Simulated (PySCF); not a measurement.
C4H4ClF, SMILES C=C/C(F)=C/Cl. Atoms are numbered in the order given.

```xyz
10

C     -0.0147    -2.9153     0.0000
C      0.6770    -1.7659     0.0000
C      0.0585    -0.4503     0.0000
F     -1.2794    -0.4384     0.0000
C      0.7437     0.7075     0.0000
Cl    -0.0157     2.2556     0.0000
H     -1.1069    -2.9165     0.0000
H      0.4965    -3.8800     0.0000
H      1.7709    -1.7710     0.0000
H      1.8334     0.7119     0.0000
```

Geometry optimised at B3LYP-D3(BJ)/def2-SVP. The values are those of a single conformer.

Two levels are set side by side: PBE/pcSseg-1 (PySCF) and KT2/pcSseg-1 (PySCF). GIAO shifts against CFCl3 (¹⁹F), HCl (³⁵Cl), TMS (¹H), TMS (¹³C) at the same level; non-relativistic, no solvent, atoms listed together averaged. Without spin–orbit terms, shifts of atoms bonded to Cl or Br come out too high at both levels. Differences are taken from unrounded values.

```csv
quantity,PBE
δ(¹³C) of C1 (ppm),121.9
δ(¹³C) of C2 (ppm),134.4
δ(¹³C) of C3 (ppm),169.0
δ(¹⁹F) of F4 (ppm),-142.4
δ(¹³C) of C5 (ppm),116.5
δ(³⁵Cl) of Cl6 (ppm),195.1
δ(¹H) of H9 (ppm),6.25
δ(¹H) of H10 (ppm),5.73
```

Problem. These are the PBE values. What does KT2 give? (The exact figures need the calculation; the answer reports its results.)

Solution. 
```
quantity                 KT2  PBE minus KT2
--------------------  ------  -------------
δ(¹³C) of C1 (ppm)     114.0            7.9
δ(¹³C) of C2 (ppm)     125.9            8.5
δ(¹³C) of C3 (ppm)     161.3            7.7
δ(¹⁹F) of F4 (ppm)    -156.2           13.8
δ(¹³C) of C5 (ppm)     108.9            7.6
δ(³⁵Cl) of Cl6 (ppm)   179.5           15.5
δ(¹H) of H9 (ppm)       6.06           0.19
δ(¹H) of H10 (ppm)      5.63           0.10
```

Rough cost on one machine, each run with all the roots and properties that it gave: KT2 against PBE within a factor of 2.
